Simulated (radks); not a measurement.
N, 7 electrons, occupied as [He] 2s2 2p2.75 3d0.25 (fractional occupations, a model configuration).

Method: Dirac Kohn-Sham, LDA (Slater exchange, VWN5 correlation), spin-unpolarised, spherical densities, finite nucleus; open shells fill j = l - 1/2 first; Fermi nuclear charge, rms radius 2.5582 fm; computed with a radial shooting solver on a logarithmic mesh with Libxc functionals.

Energy parts (hartree):
part                      energy
total                  -53.97954
kinetic                 53.75718
electron-nucleus      -126.71568
Hartree                 25.04207
exchange-correlation    -6.06310

Orbitals (lengths in bohr, moments of r in powers of bohr; <r^-3> diverges for s and p1/2):
\begin{tabular}{lrrrr}
orbital & occ. & eigenvalue (hartree) & <r^-3> & small-component weight \\ \hline
1s1/2 & 2 & -14.14431 & - & 5.79e-04 \\
2s1/2 & 2 & -0.78116 & - & 6.46e-05 \\
2p1/2 & 2 & -0.36723 & - & 5.16e-05 \\
2p3/2 & 0.75 & -0.36648 & 3.330 & 5.15e-05 \\
3s1/2 & 0 & -0.03654 & - & 3.92e-06 \\
3p1/2 & 0 & -0.01688 & - & 4.00e-07 \\
3p3/2 & 0 & -0.01687 & 0.009907 & 4.00e-07 \\
3d3/2 & 0.25 & -0.01024 & 0.0001410 & 2.63e-07 \\
3d5/2 & 0 & -0.01024 & 0.0001410 & 2.63e-07 \\
4f5/2 & 0 & -0.00467 & 0.00006769 & 3.07e-07 \\
4f7/2 & 0 & -0.00467 & 0.00006769 & 3.07e-07 \\
\end{tabular}

The highest occupied level is 3d3/2 at -0.279 eV. The configuration is held as typed, so some empty levels lie below it. The density falls to 0.001 e/bohr^3 at r = 3.35 bohr. Summed over all electrons, <r^2> = 168.0 bohr^2, which gives a Langevin (diamagnetic) susceptibility term of -133 x 10^-6 cm^3/mol. The electron density at the nucleus is 208.4 e/bohr^3.
